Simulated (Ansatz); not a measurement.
# Abstraction of F: CH7FSi2 + OH → SiH2(CH3)(SiH2) + HOF

Gas-phase species: CH7FSi2 `C[SiH2][SiH2]F`, singlet; OH, doublet; SiH2(CH3)(SiH2), doublet; HOF (hypofluorous acid) `OF`, singlet. A radical takes F: the energy is the difference in strength between the Si–F bond broken and the O–F bond made.

Shapes, held fixed at every level: PBE0-D4/def2-TZVP. Flexible molecules stand in one conformer, not always the lowest. Programs: Ansatz 0.2.0. The zero-point and thermal change to 298 K, harmonic and unscaled (PBE0-D4/def2-TZVP), is +1.5 kJ/mol.

Estimate ΔH(298 K) of this reaction.

The highest level, CCSD(T)/CBS estimate, gives ΔH(298 K) = +413.3 kJ/mol; the levels span +351.2 to +421.2. The column of differences is taken from that level and isn't an error. No measured value is set beside it here. Open shells run unrestricted. The CBS estimate extrapolates MP2 from def2-TZVPP and def2-QZVPP and adds CCSD(T) − MP2 in the triple-zeta set, cores frozen.

```tsv
level	kind	ΔH(298 K) (kJ/mol)	less CCSD(T)/CBS estimate
MP2/def2-SVP	perturbation theory	+390.6	-22.7
MP2/def2-TZVPP	perturbation theory	+413.0	-0.3
PBE-D4/def2-TZVPP	GGA	+351.2	-62.1
r2SCAN-D4/def2-TZVPP	meta-GGA	+391.9	-21.4
r2SCAN0-D4/def2-TZVPP	global hybrid	+419.4	+6.1
B2PLYP/def2-TZVPP	double hybrid	+409.6	-3.7
CCSD/def2-TZVPP	coupled cluster or CI	+421.2	+7.9
CCSD(T)/CBS estimate	coupled cluster or CI	+413.3	0.0
```
